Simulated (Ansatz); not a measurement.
# TaO(OH)3 in a box, plane waves

Ansatz 0.2.0, DFT PBE, spin-orbit coupling, plane waves, PAW, molecule in a box. The geometry was relaxed with Gaussian bases (PBE; Ta def2-SVP with ECP60, O def2-SVP, H def2-SVP).

```yaml
crystal:
  lattice:
    - [12.5, 0.0, 0.0]
    - [0.0, 13.53, 0.0]
    - [0.0, 0.0, 11.48]
  atoms:
    - { symbol: Ta, position: [0.5484, 0.50010939, 0.47804355] }
    - { symbol: O, position: [0.6200904, 0.50010939, 0.60835017] }
    - { symbol: O, position: [0.5876456, 0.61680192, 0.39198606] }
    - { symbol: H, position: [0.639716, 0.6676238, 0.41101742] }
    - { symbol: O, position: [0.397512, 0.50010939, 0.51245122] }
    - { symbol: H, position: [0.36, 0.50010939, 0.58654704] }
    - { symbol: O, position: [0.5876456, 0.38341611, 0.39198606] }
    - { symbol: H, position: [0.639716, 0.33259424, 0.41101742] }
basis:
  ecutwfc: 420
  ecutrho_ratio: 4
kpoints:
  mp_grid: { grid: [1, 1, 1] }
hamiltonian:
  xc: pbe
scf:
  occupations: { method: gaussian, width: 0.01 }
output:
  forces: true
  eigenvalues: true
  populations: true
  write_density: true
  write_potential: true
  elf: true
  volumetric_format: npy
magnetization:
  noncollinear: true
  spin_orbit: true
```

Command:
```sh
ansatz run input.yaml --threads 2 --pin off --max-ram 5120MiB --backend cpu --events-out ev --progress --plain --runs-dir out
```
It took 37 s on 2 threads of Intel(R) Xeon(R) Platinum 8259CL CPU @ 2.50GHz (Skylake/Cascade Lake) (shared host), peak memory 2.4 GiB.

Problem. How does the SCF go?

Solution. 
```
SCF iter   1: F=—  HF=-12283.269254 eV  |F-HF|=—  |Δ(HF+E_count)|=         —  Δρ=3.85e-2
preconditioner: auto → Resta (q_TF=auto, 1.428 Å⁻¹)  ε∞=1.1  [insulator: Δε(μ)=9.023 eV  Ē_g=11.347 eV  σ=0.010 eV  W_gap=1.00  n_
spin=Noncollinear: Resta preconditioning applied to the charge; magnetization (m_x, m_y, m_z) channels mix plain (no charge-respon
SCF iter   2: F=—  HF=-12275.359746 eV  |F-HF|=—  |Δ(HF+E_count)|=    7.91e0  Δρ=1.39e-2
SCF iter   3: F=—  HF=-12274.939130 eV  |F-HF|=—  |Δ(HF+E_count)|=   4.21e-1  Δρ=8.37e-3
...
SCF iter   6: F=—  HF=-12274.742830 eV  |F-HF|=—  |Δ(HF+E_count)|=   1.32e-3  Δρ=2.43e-4
SCF iter   7: F=—  HF=-12274.743134 eV  |F-HF|=—  |Δ(HF+E_count)|=   3.03e-4  Δρ=6.33e-5
SCF iter   8: F=—  HF=-12274.743212 eV  |F-HF|=—  |Δ(HF+E_count)|=   7.78e-5  Δρ=3.40e-5
SCF iter   9: F=—  HF=-12274.743208 eV  |F-HF|=—  |Δ(HF+E_count)|=   3.56e-6  Δρ=6.53e-6
SCF iter  10: F=-12274.743208 eV  HF=-12274.743208 eV  |F-HF|=8.97e-9  |Δ(HF+E_count)|=   6.63e-8  Δρ=1.25e-6
```

Problem. Which levels lie next to the highest filled one (eV, counted from it)?

Solution. Filled: -0.30, -0.30, -0.19, -0.19, -0.09, -0.09, -0.04, -0.04, 0.00, 0.00. Empty: 6.28, 6.28, 6.31, 6.31, 6.34, 6.34, 7.00, 7.00.

Problem. What forces are left at this geometry, relaxed with Gaussian bases (eV/Å)?

Solution. 
```
Ta   0.38  0.00  0.53
O   -0.35  0.00 -0.53
O   -0.01 -0.09  0.09
H   -0.18 -0.23  0.01
O    0.14  0.00  0.00
H    0.21  0.00 -0.19
O   -0.01  0.09  0.09
H   -0.18  0.23  0.01
```

The highest of the empty levels listed lie near the vacuum level and may be states of the box.

No other spin state of this charge was computed.
